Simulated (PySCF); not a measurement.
Si(F)(Me)(SH)2 (CH5FS2Si), SMILES C[Si](F)(S)S. Atoms are numbered in the order given.

```xyz
10

C      1.7545    -1.1064     0.2215
Si     0.2075    -0.0885     0.2710
F     -0.0807     0.3465     1.8102
S      0.5239     1.6224    -0.9607
S     -1.5812    -1.1316    -0.2650
H      1.6544    -1.9676     0.8991
H      1.9450    -1.4836    -0.7943
H      2.6214    -0.5071     0.5402
H     -0.7569     2.0439    -0.8748
H     -1.2529    -1.1787    -1.5748
```

Geometry: PBE0-D3(BJ)/def2-SVP. This is a generated structure with no PubChem entry under its InChIKey; it may be hypothetical. Other conformers were not sampled.

Calculation: PBE0/pcSseg-1 (PySCF).

GIAO shieldings, no solvent; atoms listed in one row are averaged. δ = σ(ref) − σ: ¹³C against TMS (σ = 186.3 ppm); ²⁹Si against TMS (σ = 352.7 ppm); ¹⁹F against CFCl3 (σ = 167.2 ppm); ³³S against H2S (σ = 716.7 ppm); ¹H against TMS (σ = 31.56 ppm), references at their B3LYP-D3(BJ)/def2-TZVP geometries, non-relativistic.

Computed chemical shifts:
```
nucleus       atoms  count  δ (ppm)
-------  ----------  -----  -------
¹³C              C1      1      8.0
²⁹Si            Si2      1     48.2
¹⁹F              F3      1   -145.4
³³S              S4      1     92.9
³³S              S5      1     63.9
¹H               H9      1     1.77
¹H              H10      1     0.92
¹H       H6, H7, H8      3     0.91
```
